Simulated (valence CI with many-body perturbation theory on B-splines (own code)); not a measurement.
Level structure of Au LXV

Calculated by configuration interaction combined with many-body perturbation theory (CI+MBPT): five valence electrons over a frozen Dirac-Fock core [Ne], radial functions for each j: 11 s, 11 p, 10 d, 8 f, 5 g, 2 h, with the one-electron correlation potential Σ1, the two-electron term Σ2, the three-electron term Σ3, Breit, model QED; selected CI, second order for the rest, scaled by the run's own slope (own B-spline code, finite nucleus).

No measured spectrum was set against this ion. As an estimate, large intervals hold to a few tenths of a per cent, small ones and those within an open d or f shell to about a per cent. Among the levels kept, up to 3200 cm⁻¹ of a level comes from second order outside the variational space, and about a tenth of that is noise between levels of different J, which matters for small intervals.

Levels 1 to 45 of 172, with energies above the lowest level, (3s^2 3p1/2^2 3p3/2) J=3/2. "Leading %" is the weight of the configuration and term that name the level; weights of strongly mixed levels are sums over their largest components and can fall short. In the jj column 3d3/2^4 stands for four electrons in 3d with j = 3/2. Lifetimes count E1, E2, E3, M1 and M2 decay at the calculated energies, and are blank where another channel may lead or the interval is too uncertain; long ones can be off by a factor of two.

```
No.  Configuration  Term    J  E (× 10³ cm⁻¹)  Leading %      g                      Leading jj  Lifetime
  1        3s2 3p3   2P°  3/2            0.00         48  1.334      3s^2 3p1/2^2 3p3/2 (100 %)          
  2     3s2 3p2 3d    2D  3/2          2015.5         42  0.777      3s^2 3p1/2^2 3d3/2 (100 %)   66.2 ps
  3     3s2 3p2 3d    2D  5/2          3023.2         34  1.191       3s^2 3p1/2^2 3d5/2 (99 %)   2.93 ps
  4        3s2 3p3   4S°  3/2          3806.1         55  1.452       3s^2 3p1/2 3p3/2^2 (99 %)    997 ps
  5        3s2 3p3   2D°  5/2          3907.8         99  1.184       3s^2 3p1/2 3p3/2^2 (99 %)   2.11 ns
  6        3s2 3p3   2P°  1/2          4043.3         99  0.644       3s^2 3p1/2 3p3/2^2 (99 %)   1.71 ns
  7         3s 3p4    4P  5/2          5371.0         66  1.452       3s 3p1/2^2 3p3/2^2 (93 %)   1.71 ps
  8         3s 3p4    2P  3/2          5623.2         32  1.142       3s 3p1/2^2 3p3/2^2 (64 %)    711 fs
  9         3s 3p4    2S  1/2          5648.3         54  2.009       3s 3p1/2^2 3p3/2^2 (84 %)    880 fs
 10     3s2 3p2 3d    4F  5/2          5796.5         47  0.955   3s^2 3p1/2 3p3/2 3d3/2 (99 %)   90.9 ps
 11     3s2 3p2 3d    4D  1/2          5827.0         79  0.224   3s^2 3p1/2 3p3/2 3d3/2 (98 %)   72.7 ps
 12     3s2 3p2 3d    4F  3/2          5831.5         31  0.901   3s^2 3p1/2 3p3/2 3d3/2 (90 %)   1.98 ps
 13     3s2 3p2 3d    2G  7/2          5903.6         54  1.013   3s^2 3p1/2 3p3/2 3d3/2 (98 %)    517 ps
 14     3s2 3p2 3d    2D  5/2          6167.4         37  1.147   3s^2 3p1/2 3p3/2 3d3/2 (95 %)    191 fs
 15     3s2 3p2 3d    2P  1/2          6263.6         38  1.658   3s^2 3p1/2 3p3/2 3d3/2 (87 %)    140 fs
 16     3s2 3p2 3d    2D  3/2          6275.2         26  1.209   3s^2 3p1/2 3p3/2 3d3/2 (74 %)   96.4 fs
 17     3s2 3p2 3d    4D  7/2          6687.2         48  1.300  3s^2 3p1/2 3p3/2 3d5/2 (100 %)    506 ps
 18     3s2 3p2 3d    2G  9/2          6799.4         63  1.176  3s^2 3p1/2 3p3/2 3d5/2 (100 %)   48.7 ns
 19     3s2 3p2 3d    2P  3/2          6802.4         46  1.323   3s^2 3p1/2 3p3/2 3d5/2 (98 %)   3.34 ps
 20     3s2 3p2 3d    2F  5/2          6832.3         38  1.110   3s^2 3p1/2 3p3/2 3d5/2 (98 %)   4.08 ps
 21     3s2 3p2 3d    2D  5/2          6998.1         41  1.280   3s^2 3p1/2 3p3/2 3d5/2 (96 %)   1.06 ps
 22     3s2 3p2 3d    2F  7/2          7015.9         64  1.125   3s^2 3p1/2 3p3/2 3d5/2 (98 %)   1.52 ps
 23     3s2 3p2 3d    2D  3/2          7092.1         60  0.932   3s^2 3p1/2 3p3/2 3d5/2 (98 %)   2.03 ps
 24     3s2 3p2 3d    2P  1/2          7124.4         55  1.221   3s^2 3p1/2 3p3/2 3d5/2 (97 %)   1.45 ps
 25      3s 3p3 3d   4D°  5/2          7352.1         29  1.248   3s 3p1/2^2 3p3/2 3d3/2 (96 %)   18.3 ps
 26      3s 3p3 3d   4D°  3/2          7370.1         28  1.238   3s 3p1/2^2 3p3/2 3d3/2 (96 %)   6.83 ps
 27      3s 3p3 3d   4P°  1/2          7391.6         46  2.330   3s 3p1/2^2 3p3/2 3d3/2 (97 %)   18.3 ps
 28      3s 3p3 3d   2F°  7/2          7448.2         23  1.229   3s 3p1/2^2 3p3/2 3d3/2 (95 %)   16.7 ps
 29      3s 3p3 3d   2D°  3/2          7604.0         29  1.006   3s 3p1/2^2 3p3/2 3d3/2 (83 %)    920 fs
 30      3s 3p3 3d   2F°  5/2          7692.2         20  0.864   3s 3p1/2^2 3p3/2 3d3/2 (73 %)    554 fs
 31      3s 3p3 3d   4D°  1/2          7735.8         41  0.551   3s 3p1/2^2 3p3/2 3d3/2 (86 %)    439 fs
 32        3s2 3p3   2P°  3/2          7867.9         50  1.304             3s^2 3p3/2^3 (98 %)   75.2 ps
 33     3s2 3p 3d2   4G°  5/2          7944.4         38  0.795       3s^2 3p1/2 3d3/2^2 (73 %)    264 fs
 34      3s 3p3 3d   4F°  9/2          8243.9         50  1.337   3s 3p1/2^2 3p3/2 3d5/2 (99 %)   21.7 ps
 35     3s2 3p 3d2   2P°  1/2          8316.0         40  0.633       3s^2 3p1/2 3d3/2^2 (86 %)    148 fs
 36     3s2 3p 3d2   2D°  3/2          8344.3         34  0.807       3s^2 3p1/2 3d3/2^2 (82 %)   98.6 fs
 37      3s 3p3 3d   4D°  5/2          8394.2         30  1.367   3s 3p1/2^2 3p3/2 3d5/2 (97 %)   1.57 ps
 38      3s 3p3 3d   4D°  7/2          8456.4         32  1.263   3s 3p1/2^2 3p3/2 3d5/2 (92 %)   2.03 ps
 39      3s 3p3 3d   2D°  3/2          8491.3         34  1.103   3s 3p1/2^2 3p3/2 3d5/2 (87 %)    770 fs
 40      3s 3p3 3d   2F°  7/2          8602.5         29  1.175   3s 3p1/2^2 3p3/2 3d5/2 (87 %)    504 fs
 41      3s 3p3 3d   2P°  1/2          8687.4         47  0.690   3s 3p1/2^2 3p3/2 3d5/2 (96 %)   2.01 ps
 42      3s 3p3 3d   2F°  5/2          8724.9         19  1.098   3s 3p1/2^2 3p3/2 3d5/2 (77 %)    659 fs
 43      3s 3p3 3d   2P°  3/2          8744.5         19  1.350   3s 3p1/2^2 3p3/2 3d5/2 (84 %)    558 fs
 44     3s2 3p 3d2   4G°  7/2          8845.1         54  1.013   3s^2 3p1/2 3d3/2 3d5/2 (96 %)   1.93 ps
 45     3s2 3p 3d2   2D°  5/2          8881.0         24  1.049   3s^2 3p1/2 3d3/2 3d5/2 (95 %)   1.44 ps
```

The ionisation energy to 3s2 3p2 3P_0 of the next ion comes out as 7132.7 eV (NIST: 7130 ± 24 eV (theoretical)). All 172 levels together are meant to be complete up to 13725 × 10³ cm⁻¹.
